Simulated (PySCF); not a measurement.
# Deuteron quadrupole couplings in PhCF2CH3

Species: PhCF2CH3, C8H8F2.
Z-matrix (Å and degrees, PBE0-D3(BJ)/def2-SVP geometry), rows numbered from 1:
```
C 
C   1  1.5095
F   2  1.3631  1  108.59
F   2  1.3618  1  108.63  3  -115.40
C   2  1.5117  1  114.03  3   122.09
C   5  1.3955  2  120.42  1    95.52
C   6  1.3938  5  120.01  2  -177.59
C   7  1.3937  6  120.19  5    -0.05
C   8  1.3948  7  119.82  6    -0.25
C   9  1.3926  8  120.11  7     0.23
H   1  1.0992  2  109.01  3    56.39
H   1  1.0979  2  110.06  3   -63.66
H   1  1.0979  2  109.92  3   176.48
H   6  1.0916  5  119.47  2     3.04
H   7  1.0926  6  119.74  5  -179.76
H   8  1.0926  7  120.10  6  -179.99
H   9  1.0926  8  120.09  7  -179.43
H  10  1.0922  5  119.59  2    -3.25
```

Level: PBE0/pcSseg-1 (PySCF, non-relativistic); Q(2H) = 0.00286 b; rigid geometry, the same for H and D, with no vibrational averaging.

Give the electric field gradient Vzz (the principal value of largest size), its asymmetry and the 2H coupling at each hydrogen.

```csv
atom,bonded to,bond length (Å),Vzz (au),η,χzz (kHz)
H11,C1,1.099,0.2907,0.03,195
H12,C1,1.098,0.2924,0.04,196
H13,C1,1.098,0.2923,0.04,196
H14,C6,1.092,0.3019,0.06,203
H15,C7,1.093,0.3035,0.07,204
H16,C8,1.093,0.3036,0.06,204
H17,C9,1.093,0.3035,0.07,204
H18,C10,1.092,0.3014,0.07,203
```

Geometry: PBE0-D3(BJ)/def2-SVP, one conformer, isolated molecule. The basis is small and wasn't made for field gradients, so the couplings can be 20 % off.

The run behind these numbers computed NMR shieldings as well. Time: 34 s wall. Hardware: Arm Neoverse V2, one thread, no GPU, on a shared host.
